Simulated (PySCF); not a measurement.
Two species compared at the same levels of theory.

First species: CH10SSi3.
InChI=1S/CH10SSi3/c1-4-2-5-3/h4-5H2,1,3H3

Second species: C₅H₁₀NPSi.
Cartesian coordinates in Å at the GFN2-xTB level; atoms count from 1:
```xyz
18
C5H10NPSi angstrom
C      2.4715    1.1545   -0.4430
C      2.2002   -0.1203   -0.1946
C      0.8703   -0.6988   -0.1074
C      0.7292   -1.9938    0.1830
Si    -0.6359    0.4113   -0.3978
P     -0.6101    2.2406    0.9228
N     -1.9736   -0.5335    0.1344
C     -3.1154   -0.7526   -0.3215
H      1.6964    1.8878   -0.6027
H      3.4848    1.5166   -0.4894
H      3.0186   -0.8145   -0.0348
H     -0.2407   -2.4531    0.2604
H      1.5811   -2.6339    0.3610
H     -0.6641    0.9127   -1.7846
H      0.2222    1.6953    1.8814
H     -1.7471    1.9269    1.6431
H     -3.4838   -0.3904   -1.2838
H     -3.8125   -1.3487    0.2619
```

Levels: CAM-B3LYP/def2-SVPD for dipole moment, HOMO energy, LUMO energy, HOMO–LUMO gap, static isotropic polarisability and electronic spatial extent ⟨r²⟩ about the centre of nuclear charge; TDDFT CAM-B3LYP/def2-SVPD for lowest singlet excitation; TDA CAM-B3LYP/def2-SVPD for lowest triplet excitation (Tamm–Dancoff); GFN2-xTB for rotational constant A and rotational constant C. Geometries: GFN2-xTB. Each species is one conformer at its optimised geometry, gas phase, non-relativistic unless stated. Electronic properties by PySCF.

Dipoles, sizes and rotational constants follow the conformer. The torsions of the flexible species, by atom-mapped SMILES:
- `[CH3:1][SiH2:2][S:3][SiH2:4][SiH3:5]`: C1–Si2–S3–Si4 180°, Si2–S3–Si4–Si5 71°
- `[CH2:1]=[CH:2][C:3](=[CH2:4])[Si@H:5]([PH2:6])[N:7]=[CH2:8]`: C1–C2–C3–C4 -178°, C2–C3–Si5–P6 -54°, C3–Si5–N7–C8 -137°, H–P6–Si5–C3 -23°, H–P6–Si5–C3 -116°

Values for the first species:

| Item | Value |
| --- | --- |
| Dipole moment | 1.14 D |
| HOMO energy | -8.29 eV |
| LUMO energy | 0.54 eV |
| HOMO–LUMO gap | 8.83 eV |
| Lowest singlet excitation | 5.60 eV |
| Lowest triplet excitation (Tamm–Dancoff) | 5.20 eV |
| Static isotropic polarisability | 117.9 au |
| Electronic spatial extent ⟨r²⟩ about the centre of nuclear charge | 1573 bohr² |
| Rotational constant A | 3.472 GHz |
| Rotational constant C | 0.768 GHz |

Estimate the same properties for the second species, and the change in each.

```tsv
property	first	second	second less first
dipole moment	1.14 D	1.65 D	+0.51 D
HOMO energy	-8.29 eV	-8.07 eV	+0.22 eV
LUMO energy	0.54 eV	0.02 eV	-0.52 eV
HOMO–LUMO gap	8.83 eV	8.09 eV	-0.74 eV
lowest singlet excitation	5.60 eV	3.97 eV	-1.63 eV
lowest triplet excitation (Tamm–Dancoff)	5.20 eV	3.25 eV	-1.95 eV
static isotropic polarisability	117.9 au	122.8 au	+4.9 au
electronic spatial extent ⟨r²⟩ about the centre of nuclear charge	1573 bohr²	1551 bohr²	-22 bohr²
rotational constant A	3.472 GHz	1.678 GHz	-1.794 GHz
rotational constant C	0.768 GHz	0.764 GHz	-0.004 GHz
```

On the first: The dipole equals about 3.8 × 10⁻³⁰ C·m (1 D = 3.33564 × 10⁻³⁰ C·m). The 8 singlets span 5.60 to 7.38 eV, and their oscillator strengths add up to 0.22.

On the second: In atomic units the dipole is 0.65 e·bohr (1 au = 2.5417 D). S1 lies 4.12 eV below the HOMO–LUMO gap; its leading configuration is HOMO−2→LUMO, weight 0.30, beside HOMO−2→LUMO+1, weight 0.27.
